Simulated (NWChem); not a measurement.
System: silicon monosulfide (SiS, singlet); SMILES [Si]=S

NWChem input:

```
start job
memory heap 200 mb stack 900 mb global 1100 mb
geometry units angstroms noautoz
  Si     0.000000     0.000000     1.031651
  S      0.000000     0.000000    -0.898310
end
basis spherical
  * library def2-svp
end
dft
  xc optx lyp
  iterations 150
  mulliken
end
task dft energy
```

Low-valent species are run as closed-shell singlets; no triplet was tried in these runs. Coordinates come from a PBE0-D3(BJ)/def2-TZVP optimisation.

Q: Predict the main results of this run. (OLYP/def2-SVP.) Quantities: energy (Ha); highest occupied level (eV); orbital gap (eV); dipole (D).

A: 
```json
{
 "energy (Ha)": "-687.50",
 "highest occupied level (eV)": "-6.70",
 "orbital gap (eV)": "3.92",
 "dipole (D)": "1.31"
}
```
